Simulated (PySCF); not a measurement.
**Interval between two levels of Te²⁺ by level of theory**

Te²⁺ [Kr] 4d10 5s2 5p2 [3P2, M_J = 2] → Te²⁺ [Kr] 4d10 5s1 5p3 [5S2, M_J = 2], as a difference of total energies. Computed with PySCF 2.14 in x2c-TZVPall-2c with one added diffuse shell each of s, p, d, f type (9s10p6d3f, 90 functions), with the two-component X2C-1e Hamiltonian. Correlated levels: [Ar] 3d10 frozen; the 6 highest virtual spinors dropped. "Screened" scales the spin-orbit matrix elements by Boettger's factors to mimic the two-electron term; Breit and QED terms are absent.

```tsv
method	interval between two levels (cm⁻¹)
GHF (spin-free)	42998
GMP2 (spin-free)	57096
GHF (screened spin-orbit)	41198
GMP2 (screened spin-orbit)	55018
```

The labels give the starting determinants; with spin-orbit coupling the two ends relaxed to ⟨J²⟩ = 6.01, ⟨L²⟩ = 2.71, ⟨S²⟩ = 1.69 and ⟨J²⟩ = 6.00, ⟨L²⟩ = 0.05, ⟨S²⟩ = 5.97.
